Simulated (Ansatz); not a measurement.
A run of Ansatz (development build ahead of 0.2.0) on singlet C₈H₈ at this shape:

```csv
atom,x (Å),y (Å),z (Å)
C,0.7850,0.7850,-0.7850
H,-1.4143,1.4143,1.4143
C,-0.7850,-0.7850,-0.7850
H,1.4143,-1.4143,1.4143
H,-1.4143,-1.4143,1.4143
C,-0.7850,0.7850,0.7850
C,-0.7850,0.7850,-0.7850
H,1.4143,1.4143,1.4143
C,0.7850,0.7850,0.7850
H,1.4143,1.4143,-1.4143
C,0.7850,-0.7850,0.7850
H,-1.4143,1.4143,-1.4143
H,1.4143,-1.4143,-1.4143
C,-0.7850,-0.7850,0.7850
C,0.7850,-0.7850,-0.7850
H,-1.4143,-1.4143,-1.4143
```

Its results:

```yaml
Converged: yes
Total_energy: -307.25183 hartree
```

Forces (eV/Å):
| atom | Fx | Fy | Fz |
| --- | --- | --- | --- |
| C1 | 0.350 | 0.350 | -0.350 |
| H2 | 0.278 | -0.278 | -0.278 |
| C3 | -0.350 | -0.350 | -0.350 |
| H4 | -0.278 | 0.278 | -0.278 |
| H5 | 0.278 | 0.278 | -0.278 |
| C6 | -0.350 | 0.350 | 0.350 |
| C7 | -0.350 | 0.350 | -0.350 |
| H8 | -0.278 | -0.278 | -0.278 |
| C9 | 0.350 | 0.350 | 0.350 |
| H10 | -0.278 | -0.278 | 0.278 |
| C11 | 0.350 | -0.350 | 0.350 |
| H12 | 0.278 | -0.278 | 0.278 |
| H13 | -0.278 | 0.278 | 0.278 |
| C14 | -0.350 | -0.350 | 0.350 |
| C15 | 0.350 | -0.350 | -0.350 |
| H16 | 0.278 | 0.278 | 0.278 |

Q: Which input gives this output? Name the method, the orbitals and the basis set, and write the input.

A: RHF in 6-31G. An unrestricted run that stays on the closed shell gives the same numbers.

```yaml
crystal:
  periodic: [false, false, false]
  atoms:
    - { symbol: C, position_ang: [0.785, 0.785, -0.785] }
    - { symbol: H, position_ang: [-1.41431, 1.41431, 1.41431] }
    - { symbol: C, position_ang: [-0.785, -0.785, -0.785] }
    - { symbol: H, position_ang: [1.41431, -1.41431, 1.41431] }
    - { symbol: H, position_ang: [-1.41431, -1.41431, 1.41431] }
    - { symbol: C, position_ang: [-0.785, 0.785, 0.785] }
    - { symbol: C, position_ang: [-0.785, 0.785, -0.785] }
    - { symbol: H, position_ang: [1.41431, 1.41431, 1.41431] }
    - { symbol: C, position_ang: [0.785, 0.785, 0.785] }
    - { symbol: H, position_ang: [1.41431, 1.41431, -1.41431] }
    - { symbol: C, position_ang: [0.785, -0.785, 0.785] }
    - { symbol: H, position_ang: [-1.41431, 1.41431, -1.41431] }
    - { symbol: H, position_ang: [1.41431, -1.41431, -1.41431] }
    - { symbol: C, position_ang: [-0.785, -0.785, 0.785] }
    - { symbol: C, position_ang: [0.785, -0.785, -0.785] }
    - { symbol: H, position_ang: [-1.41431, -1.41431, -1.41431] }
basis:
  gaussian: { orbitals: "6-31G" }
hamiltonian:
  xc: hf
output:
  forces: true
```
